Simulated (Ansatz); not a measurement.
Consider the cleavage of the Si–Si bond: `CO[SiH]([SiH3])S` + H–F → `CO[SiH](F)S` + SiH₄.

Gas-phase electronic energies from Ansatz, PBE0-D4/def2-TZVP geometries. CCSD(T)/CBS adds triple-zeta CCSD(T) − MP2 to the extrapolated MP2 energy (def2 sets, frozen cores). This one scheme is used for every species. Each species was taken in one conformer, which may not be the lowest.

```json
{"species": "`CO[SiH]([SiH3])S`", "CCSD/def2-SVP energy (Eh)": "-1093.17120"}
{"species": "H–F", "CCSD/def2-SVP energy (Eh)": "-100.13731"}
{"species": "`CO[SiH](F)S`", "CCSD/def2-SVP energy (Eh)": "-902.06743"}
{"species": "SiH₄", "CCSD/def2-SVP energy (Eh)": "-291.29946"}
```

Question: Work out ΔE.

Answer: ΔE = (-902.06743) + (-291.29946) − (-1093.17120) − (-100.13731) = -0.05838 Eh = -153.3 kJ/mol. CCSD(T)/CBS gives -146.2 kJ/mol.

Largest T1 diagnostic among the species: 0.012.

From PBE to PBE0 (25 % exact exchange), in def2-TZVPP and without D4, ΔE moves by −5.7 kJ/mol. In def2-TZVPP, CCSD(T) changes the Hartree–Fock value by +33.5 kJ/mol (the triples alone add +4.9 kJ/mol) and MP2 by +31.2 kJ/mol. The D4 term adds +10.9 kJ/mol with B3LYP and +6.4 kJ/mol with PBE0; it sums over pairs of atoms, weighted by their polarisabilities, and B3LYP, whose exchange is more repulsive, gets the larger term.

B3LYP here is the variant with VWN-RPA as its local correlation; programs differ in this.
